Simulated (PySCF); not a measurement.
Fill in the blanks.

Compound: C7H4F5N.
InChI=1S/C7H4F5N/c8-6(9,7(10,11)12)5-1-3-13-4-2-5/h1-4H

Conformer (atom-mapped SMILES and torsion angles): `[F:1][C:2]([F:3])([F:4])[C:5]([F:6])([F:7])[c:8]1[cH:9][cH:10][n:11][cH:12][cH:13]1`: F1–C2–C5–F6 178°, C2–C5–C8–C9 89°.

| property | level | value |
| --- | --- | --- |
| point group of the GFN2-xTB geometry | GFN2-xTB | ? |
| rotational constants A, B, C of the GFN2-xTB geometry | GFN2-xTB | ? |
| dipole moment | PBE0/pcSseg-1 | ? |
| HOMO energy | PBE0/pcSseg-1 | -7.92 eV |
| LUMO energy | PBE0/pcSseg-1 | ? |
| 13C chemical shifts (computed TMS as zero) by class | GIAO PBE0/pcSseg-1 | 156.2 (2 C), 145.0 (1 C), 128.8 (1 C), 126.8 (2 C), 121.6 (1 C) ppm |
| 1H chemical shifts (computed TMS as zero) by class | GIAO PBE0/pcSseg-1 | 9.24 (2 H), 7.77 (2 H) ppm |
| isotropic shieldings of nuclei other than C and H, by class | GIAO PBE0/pcSseg-1 | ? |

Gas-phase values; electronic properties from PySCF, density fitting. Geometry: GFN2-xTB, one conformer, isolated molecule. NMR classes are plain means over equivalent atoms (diastereotopic ones count apart unless rotation or inversion swaps them), as if these changed places fast; in this geometry the members of some classes differ.

Problem. Give the rotational constants A, B, C of the GFN2-xTB geometry.

Solution. 1.510, 0.566, 0.561 GHz.

Problem. The isotropic shieldings of nuclei other than C and H, by class?

Solution. -103 (1 N), 268 (3 F), 312 (2 F) ppm.

Problem. Give the dipole moment.

Solution. 0.46 D.

Problem. Give the LUMO energy.

Solution. -1.66 eV.

Problem. The point group of the GFN2-xTB geometry?

Solution. Cs.

With B = h/(8π²I), that is 505.379 GHz u Å² over I, the principal moments of inertia are 334.6, 892.2 and 901.2 u Å² (most abundant isotopes); the inertial defect Ic − Ia − Ib is -325.6 u Å² (zero for a rigid planar frame, negative otherwise). The dipole equals about 1.5 × 10⁻³⁰ C·m (1 D = 3.33564 × 10⁻³⁰ C·m). The rotational constants make it an asymmetric top with κ = (2B − A − C)/(A − C) = -0.99, nearer the prolate limit (−1).
